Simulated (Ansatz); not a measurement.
`N=C([SiH3])CS` + `[NH2][SbH][OH]` → `[OH][SbH][NH][SiH3]` + `N=CCS`  (ligand exchange at the Si–C bond)

Computed with Ansatz on PBE0-D4/def2-TZVP structures; ΔE is electronic, products minus reactants. CCSD(T)/CBS is the MP2 limit (def2-TZVPP, def2-QZVPP) plus CCSD(T) − MP2 in def2-TZVPP, frozen cores. DFT in def2-TZVPP. Elements past krypton have def2 core potentials. For Sb outer-core shells are correlated without core-valence functions, which leaves a few kJ/mol of doubt a bond. One conformer a species, not always the lowest.

CCSD(T)/CBS gives -71.9 kJ/mol.

**Question.** Another level gave -75.4 kJ/mol. Which?
A. ωB97M-V/def2-TZVPP
B. MP2/def2-TZVPP
C. PBE0-D4/def2-TZVPP
D. PBE/def2-TZVPP

**Answer.** B. MP2/def2-TZVPP -75.4, PBE -59.7, ωB97M-V -70.4, PBE0-D4 -65.0 kJ/mol.

Largest T1 diagnostic among the species: 0.014.

From PBE to PBE0 (25 % exact exchange), in def2-TZVPP and without D4, ΔE moves by −5.6 kJ/mol. In def2-TZVPP, CCSD(T) changes the Hartree–Fock value by +15.7 kJ/mol (the triples alone add +3.0 kJ/mol) and MP2 by +13.4 kJ/mol.

CCSD(T)/CBS has its own doubt, a few kJ/mol and more with outer-core shells, so smaller differences from it don't rank the levels.
